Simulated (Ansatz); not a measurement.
Ansatz (an electronic-structure program) input (CCSD(T)/def2-SVPD):

Ansatz 0.2 input:
```yaml
crystal:
  periodic: [false, false, false]
  atoms:
    - {symbol: I, position_ang: [-1.35865090, -1.53912754, -0.49360385]}
    - {symbol: C, position_ang: [0.10692677, -0.10240260, -0.04055991]}
    - {symbol: C, position_ang: [1.50068048, -0.38369612, -0.19500758]}
    - {symbol: C, position_ang: [2.31257953, 0.64976902, 0.14035536]}
    - {symbol: Se, position_ang: [1.34272697, 2.14392526, 0.70907244]}
    - {symbol: C, position_ang: [-0.20634239, 1.13583284, 0.41156013]}
    - {symbol: H, position_ang: [1.86690870, -1.33666074, -0.54786098]}
    - {symbol: H, position_ang: [3.38939378, 0.67261792, 0.10634825]}
    - {symbol: H, position_ang: [-1.18358832, 1.54732459, 0.59596549]}
basis:
  gaussian:
    orbitals: def2-SVPD
magnetization: {spin_polarized: false}
correlation: {method: ccsd_t, electrons: outside_noble_gas}
output: {forces: true}
```

End of the output:

```
coupled cluster: 3.07 GiB planned
perturbative correction -1.09680392 eV, -0.0403068005 hartree
the calculation of the forces begins
1.43 GiB of device memory are held for the factors and their scratch space
Total energy: -77555.68077548 eV, -2850.1186993704 hartree
Atom 0 at    -1.358651    -1.539128    -0.493604 Å, force    -0.280256    -0.280915    -0.088828 eV/Å
Atom 1 at     0.106927    -0.102403    -0.040560 Å, force    -0.205626    -0.716209    -0.246379 eV/Å
Atom 2 at     1.500680    -0.383696    -0.195008 Å, force    -0.142830    -0.553837    -0.191155 eV/Å
Atom 3 at     2.312580     0.649769     0.140355 Å, force     0.255396     0.567340     0.191548 eV/Å
Atom 4 at     1.342727     2.143925     0.709072 Å, force     0.113250     0.504182     0.174673 eV/Å
Atom 5 at    -0.206342     1.135833     0.411560 Å, force     0.071793     0.682469     0.239629 eV/Å
Atom 6 at     1.866909    -1.336661    -0.547861 Å, force     0.165946    -0.389215    -0.144755 eV/Å
Atom 7 at     3.389394     0.672618     0.106348 Å, force     0.495804     0.000311    -0.019285 eV/Å
Atom 8 at    -1.183588     1.547325     0.595965 Å, force    -0.473478     0.185873     0.084551 eV/Å
Dipole moment:     0.201717     0.140088     0.041873 e Å
```
